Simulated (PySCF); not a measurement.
Part of a log for `CC[C@@H](Cl)Br`: ground state, then the species with a core hole.

The calculation used PySCF, delta-SCF UKS SCAN, pcX-2 on the ionised atom, pcseg-1 elsewhere, spin-free X2C. Atoms in this output count from 0. The cycles run on a coarse integration grid; for E(ground) and E(ion) the exchange–correlation energy is redone on a finer one, so they differ from the last cycle, and only they enter the binding energy.

Coordinates (Å, GFN2-xTB):
```
C     -1.332129     0.073180    -0.246475
C     -0.077519    -0.209989     0.571125
C      1.178264    -0.001911    -0.251391
Cl     1.381105     1.706197    -0.717087
Br     2.751545    -0.596039     0.759696
H     -2.213884    -0.095266     0.365526
H     -1.383236    -0.582318    -1.113170
H     -1.341652     1.104152    -0.590747
H     -0.045925     0.441295     1.447275
H     -0.088414    -1.246326     0.919329
H      1.177270    -0.590305    -1.170045
```

```
ground state, core basis on atom 3 (Cl), 159 functions
  cycle   1  E = -3178.21926530  |g| = 4.86e-01
  cycle   2  E = -3178.21941225  |g| = 4.88e-02
  cycle   3  E = -3178.21935148  |g| = 3.95e-02
  cycle   4  E = -3178.21957004  |g| = 9.23e-03
  cycle   5  E = -3178.21959359  |g| = 2.86e-03
  cycle   6  E = -3178.21959577  |g| = 6.21e-04
  cycle   7  E = -3178.21959453  |g| = 1.08e-04
  E(ground) = -3178.35917160 Eh
hole in Cl 2p of atom 3
  cycle   1  E = -3170.14715104  |g| = 1.70e+00
  cycle   2  E = -3169.35959742  |g| = 1.64e+00
  cycle   3  E = -3170.24747336  |g| = 7.33e-01
  cycle   4  E = -3170.58806992  |g| = 2.24e-01
  ...
  cycle   8  E = -3170.61370660  |g| = 2.15e-03
  cycle   9  E = -3170.61371269  |g| = 5.48e-04
  cycle  10  E = -3170.61371363  |g| = 1.74e-04
  E(ion) = -3170.76015280 Eh   <S^2> = 0.7520   hole on atom = 1.001
```

What energy does this spin-free Cl 2p hole on atom 3 cost, and which doublet follows from it?

(-3170.760153 − (-3178.359172)) Eh × 27.2114 eV/Eh = 206.78 eV. With the spin–orbit matrix of the shell the program then gives 2p3/2 = 206.18 eV and 2p1/2 = 207.83 eV; their weighted mean, 206.73 eV, differs from that hole by -0.05 eV, as the three ground-state 2p orbitals of the atom aren't degenerate.

The structure is a single GFN2-xTB conformer in the gas phase; no vibrational or solvent corrections.

Hardware: Arm Neoverse V2, one thread, no GPU, shared host. Cost: 38 s.

Shape of the structure used: `[CH3:1][CH2:2][C@@H:3]([Cl:4])[Br:5]`: C1–C2–C3–Cl4 65°.
Labels such as C1 count atoms from 1, the log's own numbers from 0.
